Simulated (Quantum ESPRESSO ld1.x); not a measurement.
Question: All-electron atom: the germanium ion Ge15+ in [Ne] 3s2 3p5. All-electron calculation, scalar-relativistic Kohn-Sham, LDA (Slater exchange, Perdew-Wang correlation), spin-polarised, spherical densities, point nucleus; open shells are filled with parallel spins first. Program: ld1.x of Quantum ESPRESSO 7.5. Some entries of the table are withheld. Estimate them.

orbital  occ.  eigenvalue (eV)  <r> (bohr)  <r^2> (bohr^2)
1s up       1         -11464.0     0.04708        0.002982
1s down     1         -11462.9     0.04707        0.002982
2s up       1         -1892.19      0.2091         0.05147
2s down     1         -1891.21      0.2090         0.05144
2p up       3         -1722.66      0.1827         0.04077
2p down     3         -1721.46      0.1826         0.04075
3s up       1         -606.117      0.5480          0.3417
3s down     1         -603.219      0.5486          0.3425
3p up       3         -552.648         (1)          0.3381
3p down     2         -549.742         (2)          0.3391
3d up       0         -472.391         (3)          0.2912
3d down     0         -469.735         (4)          0.2917
4s up       0         -285.535       1.098           1.353
4s down     0         -284.625       1.100           1.360
4p up       0         -265.250       1.118           1.414
4p down     0         -264.377       1.122           1.422

Answer: 
(1) 3p up <r> (bohr): 0.5415
(2) 3p down <r> (bohr): 0.5422
(3) 3d up <r> (bohr): 0.4997
(4) 3d down <r> (bohr): 0.5000
